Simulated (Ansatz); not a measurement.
## Molecular dynamics of F₃GeH₃O

Input file:

```yaml
crystal:
  periodic: [false, false, false]
  atoms:
    - { symbol: Ge, position_ang: [-0.313678, 0.029379, -0.154487] }
    - { symbol: H, position_ang: [-0.133658, 0.843134, 1.454806] }
    - { symbol: F, position_ang: [1.188706, -0.802594, 0.133868] }
    - { symbol: F, position_ang: [-0.220222, 1.565985, -0.962992] }
    - { symbol: F, position_ang: [-0.936395, -0.966779, -1.447257] }
    - { symbol: O, position_ang: [-1.822538, -0.34023, 0.990981] }
    - { symbol: H, position_ang: [-2.230239, -1.230398, 1.079165] }
    - { symbol: H, position_ang: [-0.997977, 0.271802, 1.662818] }
basis:
  gaussian: { orbitals: def2-SVP }
hamiltonian:
  xc: pbe
  dispersion: d4
md:
  timestep: 0.5
  n_steps: 200
  ensemble: nve
  temperature: 100.0
  initial_velocities: maxwell_boltzmann
  seed: 3223
```

Run as:

```bash
$ ansatz run input.yaml --threads 2 --pin off --max-ram 3072MiB --backend cpu --events-out ev --progress --plain --runs-dir out
```

It starts at the highest image of a converged band. Of that band: Neighbouring images differ by up to 1.2 eV, so the band resolves the path poorly. A vibrational analysis at the climbing image gives one clearly imaginary mode, 1256i cm⁻¹: a first-order saddle point.

Output, in part (step lines, the closing report, with atoms numbered from 0):

```
md step     0: t =     0.00 fs  T =   100.0 K  F+E_penalty+E_count = -66732.53822084 eV  E_kin = 0.077556 eV  conserved = -66732.46066485 eV  (27 SCF iters)
md step     1: t =     0.50 fs  T =    96.9 K  F+E_penalty+E_count = -66732.53569488 eV  E_kin = 0.075119 eV  conserved = -66732.46057583 eV  (32 SCF iters)
md step     2: t =     1.00 fs  T =    88.8 K  F+E_penalty+E_count = -66732.52929538 eV  E_kin = 0.068888 eV  conserved = -66732.46040704 eV  (32 SCF iters)
md step     3: t =     1.50 fs  T =    79.1 K  F+E_penalty+E_count = -66732.52158480 eV  E_kin = 0.061353 eV  conserved = -66732.46023192 eV  (32 SCF iters)
md step     4: t =     2.00 fs  T =    71.1 K  F+E_penalty+E_count = -66732.51528371 eV  E_kin = 0.055175 eV  conserved = -66732.46010896 eV  (32 SCF iters)
md step     5: t =     2.50 fs  T =    67.4 K  F+E_penalty+E_count = -66732.51232587 eV  E_kin = 0.052254 eV  conserved = -66732.46007188 eV  (32 SCF iters)
md step     6: t =     3.00 fs  T =    68.6 K  F+E_penalty+E_count = -66732.51329825 eV  E_kin = 0.053169 eV  conserved = -66732.46012898 eV  (32 SCF iters)
md step     7: t =     3.50 fs  T =    73.5 K  F+E_penalty+E_count = -66732.51730090 eV  E_kin = 0.057037 eV  conserved = -66732.46026377 eV  (32 SCF iters)
[... lines left out ...]
Total energy: -66733.61890630 eV, -2452.4152611352 hartree
Atom 0 at    -0.072194     0.232342    -0.171083 Å, force    -1.311450     0.018157     0.756483 eV/Å
Atom 1 at    -0.279764     0.969412     1.239854 Å, force     0.075240    -0.575984    -0.993352 eV/Å
Atom 2 at     1.226895    -0.901538    -0.063784 Å, force     0.577213     0.163204    -0.050528 eV/Å
Atom 3 at    -0.059587     1.430824    -1.427850 Å, force     0.558234     0.175137     0.022231 eV/Å
Atom 4 at    -1.228703    -0.827838    -0.951560 Å, force    -0.115826     0.076950     0.163324 eV/Å
Atom 5 at    -2.655344    -1.026273     1.295881 Å, force     0.106562     1.405358    -0.765317 eV/Å
Atom 6 at    -2.883411    -1.402218     0.406745 Å, force     0.352804    -0.388583     1.294714 eV/Å
Atom 7 at    -2.618229    -1.624399     2.050648 Å, force    -0.242778    -0.874239    -0.427555 eV/Å
Dipole moment:    -0.136042    -0.110639     0.504229 e Å
```

The steps, from the saved trajectory:

```csv
time (fs),T (K),potential energy less start (eV),conserved less start (meV/atom)
0,100,0.000,0.00
3,69,0.025,0.07
6,66,0.027,0.04
9,73,0.021,0.00
12,41,0.046,0.07
15,52,0.037,0.03
18,60,0.031,0.01
21,34,0.052,0.07
24,50,0.039,0.02
27,54,0.036,0.01
30,39,0.048,0.08
33,89,0.009,0.03
36,206,-0.082,0.04
39,414,-0.243,0.07
42,679,-0.450,-0.14
45,606,-0.392,0.05
48,735,-0.492,0.03
51,994,-0.694,-0.12
54,980,-0.682,0.04
57,971,-0.675,0.07
60,1126,-0.796,-0.09
63,1243,-0.886,-0.03
66,1285,-0.919,-0.02
69,1137,-0.804,0.03
72,1279,-0.915,-0.03
75,1387,-0.998,-0.02
78,1271,-0.908,-0.03
81,1281,-0.916,-0.05
84,1357,-0.974,0.07
87,1423,-1.026,-0.04
90,1366,-0.983,-0.06
93,1323,-0.947,0.13
96,1631,-1.188,-0.12
99,1558,-1.131,-0.04
```

All steps were run. The conserved energy stayed within 0.14 meV per atom of its start (net change 0.014 meV per atom), so the integration is sound. The kinetic energy rose, since the run started high on the potential surface and went downhill. It ends in pieces (F3GeH + H2O), so much of that is their flight and rotation, not heat. A run of 0.1 ps of so small a system gives no equilibrium averages. The orbitals stay closed-shell, which can raise the energy where a bond breaks towards radicals; this wasn't checked here.

Between its relaxed ends the band would form Ge1–O6, H2–H8 and break Ge1–H2, O6–H8. These pairs go: Ge1–O6 1.93 → 3.23 Å, H2–H8 1.06 → 3.59 Å, Ge1–H2 1.81 → 1.61 Å, O6–H8 1.23 → 0.96 Å. In the last frame they stand as before the step (other bonds may differ from the relaxed reactants and products). It ends as F3GeH + H2O. Pairs count as bonded within 1.25 times the sum of covalent radii (0.12 Å more for H–H).

Last frame:

```xyz
8
Properties=species:S:1:pos:R:3
Ge -0.072 0.232 -0.171
H -0.280 0.969 1.240
F 1.227 -0.901 -0.064
F -0.060 1.431 -1.428
F -1.229 -0.828 -0.952
O -2.655 -1.026 1.296
H -2.883 -1.402 0.407
H -2.618 -1.624 2.051
```

The run took 4.9 min on 2 threads of Arm Neoverse V2, on a shared host, peak memory 0.14 GiB.
